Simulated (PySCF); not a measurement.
## Two-component Hartree-Fock for Pt²⁺ (platinum, charge +2)

Start: [Xe] 4f14 5d8; 5d3/2 filled at m_j = -1/2, +1/2, +3/2; 5d5/2 filled at m_j = -3/2, -1/2, +1/2, +3/2, +5/2. Calculated with PySCF 2.14 in x2c-SVPall-2c with one added diffuse shell each of s, d type (8s9p10d2f, 99 functions): generalised Hartree-Fock with the X2C-1e Hamiltonian and a Gaussian nucleus; one run each with spin-orbit coupling (SO) switched off, then screened by Boettger's factors. This is a chosen level, not necessarily the ground level.

```json
{"spinor shell": "1s1/2", "electrons": "2", "ε, spin-free (eV)": "-78847.7", "ε, screened SO (eV)": "-78819.0", "weight of nominal j (screened SO)": "1.000", "rms radius, screened SO (bohr)": "0.0194"}
{"spinor shell": "2s1/2", "electrons": "2", "ε, spin-free (eV)": "-14019.1", "ε, screened SO (eV)": "-14010.0", "weight of nominal j (screened SO)": "1.000", "rms radius, screened SO (bohr)": "0.0782"}
{"spinor shell": "2p1/2", "electrons": "2", "ε, spin-free (eV)": "-12163.4", "ε, screened SO (eV)": "-13406.5", "weight of nominal j (screened SO)": "1.000", "rms radius, screened SO (bohr)": "0.0663"}
{"spinor shell": "2p3/2", "electrons": "4", "ε, spin-free (eV)": "-12163.4", "ε, screened SO (eV)": "-11671.5", "weight of nominal j (screened SO)": "1.000", "rms radius, screened SO (bohr)": "0.0741"}
{"spinor shell": "3s1/2", "electrons": "2", "ε, spin-free (eV)": "-3376.6", "ε, screened SO (eV)": "-3373.5", "weight of nominal j (screened SO)": "1.000", "rms radius, screened SO (bohr)": "0.200"}
{"spinor shell": "3p1/2", "electrons": "2", "ε, spin-free (eV)": "-2827.4", "ε, screened SO (eV)": "-3103.4", "weight of nominal j (screened SO)": "1.000", "rms radius, screened SO (bohr)": "0.191"}
{"spinor shell": "3p3/2", "electrons": "4", "ε, spin-free (eV)": "-2827.4", "ε, screened SO (eV)": "-2715.9", "weight of nominal j (screened SO)": "1.000", "rms radius, screened SO (bohr)": "0.207"}
{"spinor shell": "3d3/2", "electrons": "4", "ε, spin-free (eV)": "-2222.5", "ε, screened SO (eV)": "-2269.8", "weight of nominal j (screened SO)": "1.000", "rms radius, screened SO (bohr)": "0.183"}
{"spinor shell": "3d5/2", "electrons": "6", "ε, spin-free (eV)": "-2222.5", "ε, screened SO (eV)": "-2187.8", "weight of nominal j (screened SO)": "1.000", "rms radius, screened SO (bohr)": "0.186"}
{"spinor shell": "4s1/2", "electrons": "2", "ε, spin-free (eV)": "-778.10", "ε, screened SO (eV)": "-777.06", "weight of nominal j (screened SO)": "1.000", "rms radius, screened SO (bohr)": "0.441"}
{"spinor shell": "4p1/2", "electrons": "2", "ε, spin-free (eV)": "-594.87", "ε, screened SO (eV)": "-661.16", "weight of nominal j (screened SO)": "1.000", "rms radius, screened SO (bohr)": "0.447"}
{"spinor shell": "4p3/2", "electrons": "4", "ε, spin-free (eV)": "-594.87", "ε, screened SO (eV)": "-567.73", "weight of nominal j (screened SO)": "1.000", "rms radius, screened SO (bohr)": "0.480"}
{"spinor shell": "4d3/2", "electrons": "4", "ε, spin-free (eV)": "-367.39", "ε, screened SO (eV)": "-377.31", "weight of nominal j (screened SO)": "1.000", "rms radius, screened SO (bohr)": "0.497"}
{"spinor shell": "4d5/2", "electrons": "6", "ε, spin-free (eV)": "-367.39", "ε, screened SO (eV)": "-359.62", "weight of nominal j (screened SO)": "1.000", "rms radius, screened SO (bohr)": "0.507"}
{"spinor shell": "5s1/2", "electrons": "2", "ε, spin-free (eV)": "-141.09", "ε, screened SO (eV)": "-140.85", "weight of nominal j (screened SO)": "1.000", "rms radius, screened SO (bohr)": "1.02"}
{"spinor shell": "4f5/2", "electrons": "6", "ε, spin-free (eV)": "-112.53", "ε, screened SO (eV)": "-114.03", "weight of nominal j (screened SO)": "0.998", "rms radius, screened SO (bohr)": "0.564"}
{"spinor shell": "4f7/2", "electrons": "8", "ε, spin-free (eV)": "-112.53", "ε, screened SO (eV)": "-110.47", "weight of nominal j (screened SO)": "0.999", "rms radius, screened SO (bohr)": "0.565"}
{"spinor shell": "5p1/2", "electrons": "2", "ε, spin-free (eV)": "-90.455", "ε, screened SO (eV)": "-101.89", "weight of nominal j (screened SO)": "0.995", "rms radius, screened SO (bohr)": "1.16"}
{"spinor shell": "5p3/2", "electrons": "4", "ε, spin-free (eV)": "-90.455", "ε, screened SO (eV)": "-85.442", "weight of nominal j (screened SO)": "0.997", "rms radius, screened SO (bohr)": "1.19"}
{"spinor shell": "5d5/2", "electrons": "5", "ε, spin-free (eV)": "-32.122", "ε, screened SO (eV)": "-31.695", "weight of nominal j (screened SO)": "0.747", "rms radius, screened SO (bohr)": "1.68"}
{"spinor shell": "5d3/2", "electrons": "3", "ε, spin-free (eV)": "-32.122", "ε, screened SO (eV)": "-32.895", "weight of nominal j (screened SO)": "0.887", "rms radius, screened SO (bohr)": "1.64"}
```

| quantity | spin-free | screened SO |
| --- | --- | --- |
| E (hartree) | -18397.81414 | -18424.58158 |
| M_J | 4 | 4 |
| ⟨J²⟩ | 20.019 | 20.014 |
| ⟨L²⟩ | 12.015 | 12.441 |
| ⟨S²⟩ | 2.004 | 2.056 |

Each row is a mean over spinors that exchange with the open shell spreads, by up to 6.699 eV (5p3/2).

Rows whose weight is well below 1 are mixtures of j = l ± 1/2: exchange outweighs spin-orbit coupling there, and the label is only the starting occupation.

Breit and QED terms are absent; they matter most for the inner s and p1/2 levels.

Densities and radii are taken from the X2C orbitals without a picture-change correction, which distorts them close to the nucleus.

Without spin-orbit coupling the j labels of p, d and f shells carry no meaning; the spin-free column gives the mean over the occupied spinors of each nl shell.
